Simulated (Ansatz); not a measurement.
`B/C=C(\F)[SiH3]` → `B[SiH](F)C=C`  (isomerisation)

Calculated with Ansatz (gas phase, PBE0-D4/def2-TZVP geometries, no zero-point term in ΔE). CBS: MP2 limit from def2 TZ/QZ plus the TZ coupled-cluster correction, frozen cores. Functionals use def2-TZVPP. B3LYP here is the variant with VWN-RPA as its local correlation; programs differ in this. Each species was taken in one conformer, which may not be the lowest.

```json
{"level": "PBE-D4", "ΔE (kJ/mol)": "-136.6", "difference from CCSD(T)/CBS": "26.4"}
{"level": "r2SCAN-D4", "ΔE (kJ/mol)": "-146.6", "difference from CCSD(T)/CBS": "16.4"}
{"level": "PBE0-D4", "ΔE (kJ/mol)": "-146.5", "difference from CCSD(T)/CBS": "16.5"}
{"level": "B3LYP-D4", "ΔE (kJ/mol)": "-147.4", "difference from CCSD(T)/CBS": "15.6"}
{"level": "ωB97X-V", "ΔE (kJ/mol)": "-149.9", "difference from CCSD(T)/CBS": "13.1"}
{"level": "ωB97M-V", "ΔE (kJ/mol)": "-148.7", "difference from CCSD(T)/CBS": "14.3"}
{"level": "B2PLYP", "ΔE (kJ/mol)": "-152.2", "difference from CCSD(T)/CBS": "10.8"}
{"level": "PBE", "ΔE (kJ/mol)": "-136.2", "difference from CCSD(T)/CBS": "26.8"}
{"level": "r2SCAN", "ΔE (kJ/mol)": "-146.5", "difference from CCSD(T)/CBS": "16.5"}
{"level": "PBE0", "ΔE (kJ/mol)": "-146.1", "difference from CCSD(T)/CBS": "16.9"}
{"level": "B3LYP", "ΔE (kJ/mol)": "-146.7", "difference from CCSD(T)/CBS": "16.3"}
{"level": "HF/def2-TZVPP", "ΔE (kJ/mol)": "-163.7", "difference from CCSD(T)/CBS": "-0.7"}
{"level": "MP2/def2-TZVPP", "ΔE (kJ/mol)": "-160.0", "difference from CCSD(T)/CBS": "3.0"}
{"level": "SCS-MP2/def2-TZVPP", "ΔE (kJ/mol)": "-159.2", "difference from CCSD(T)/CBS": "3.8"}
{"level": "CCSD/def2-TZVPP", "ΔE (kJ/mol)": "-162.0", "difference from CCSD(T)/CBS": "1.0"}
{"level": "CCSD(T)/def2-TZVPP", "ΔE (kJ/mol)": "-157.6", "difference from CCSD(T)/CBS": "5.4"}
{"level": "HF/def2-QZVPP", "ΔE (kJ/mol)": "-165.2", "difference from CCSD(T)/CBS": "-2.2"}
{"level": "MP2/def2-QZVPP", "ΔE (kJ/mol)": "-163.7", "difference from CCSD(T)/CBS": "-0.7"}
{"level": "SCS-MP2/def2-QZVPP", "ΔE (kJ/mol)": "-163.0", "difference from CCSD(T)/CBS": "0.0"}
{"level": "HF/CBS(def2)", "ΔE (kJ/mol)": "-165.5", "difference from CCSD(T)/CBS": "-2.5"}
{"level": "MP2/CBS(def2)", "ΔE (kJ/mol)": "-165.5", "difference from CCSD(T)/CBS": "-2.5"}
{"level": "CCSD/CBS(def2)", "ΔE (kJ/mol)": "-167.4", "difference from CCSD(T)/CBS": "-4.4"}
{"level": "CCSD(T)/CBS", "ΔE (kJ/mol)": "-163.0", "difference from CCSD(T)/CBS": "0"}
```

Largest T1 diagnostic among the species: 0.013.

In def2-TZVPP, CCSD(T) changes the Hartree–Fock value by +6.1 kJ/mol (the triples alone add +4.4 kJ/mol) and MP2 by +3.6 kJ/mol. From PBE to PBE0 (25 % exact exchange), in def2-TZVPP and without D4, ΔE moves by −9.9 kJ/mol.
